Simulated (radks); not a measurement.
Results of a calculation; reference values are marked as such.
Dy XXIX, configuration [Kr] 4d2. Code: a radial shooting solver on a logarithmic mesh with Libxc functionals. Model: scalar-relativistic Kohn-Sham, PBEsol, spin-polarised, spherical densities, finite nucleus; open shells are filled with parallel spins first (spin-orbit coupling, left out, can overturn this in heavy ions); Fermi nuclear charge, rms radius 5.2218 fm. Some entries of the table are withheld. Estimate them.

| orbital | occ. | eigenvalue (hartree) | <1/r> (bohr^-1) |
|---|---|---|---|
| 1s up | 1 | -2006.968 | 74.52 |
| 1s down | 1 | -2006.967 | 74.52 |
| 2s up | 1 | -364.4590 | 17.33 |
| 2s down | 1 | -364.3938 | 17.33 |
| 2p up | 3 | -327.5582 | 16.09 |
| 2p down | 3 | -327.5058 | 16.10 |
| 3s up | 1 | -108.2204 | 6.428 |
| 3s down | 1 | -108.1831 | 6.429 |
| 3p up | 3 | -96.88278 | 6.033 |
| 3p down | 3 | -96.84194 | 6.034 |
| 3d up | 5 | -82.50409 | 5.726 |
| 3d down | 5 | -82.44695 | 5.727 |
| 4s up | 1 | -45.94043 | 2.977 |
| 4s down | 1 | -45.75527 | 2.977 |
| 4p up | 3 | (1) | (2) |
| 4p down | 3 | (3) | (4) |
| 4d up | 2 | -36.37391 | (5) |
| 4d down | 0 | -36.19226 | (6) |

Answer. 
(1) 4p up eigenvalue (hartree): -41.82017
(2) 4p up <1/r> (bohr^-1): 2.802
(3) 4p down eigenvalue (hartree): -41.63688
(4) 4p down <1/r> (bohr^-1): 2.801
(5) 4d up <1/r> (bohr^-1): 2.614
(6) 4d down <1/r> (bohr^-1): 2.613
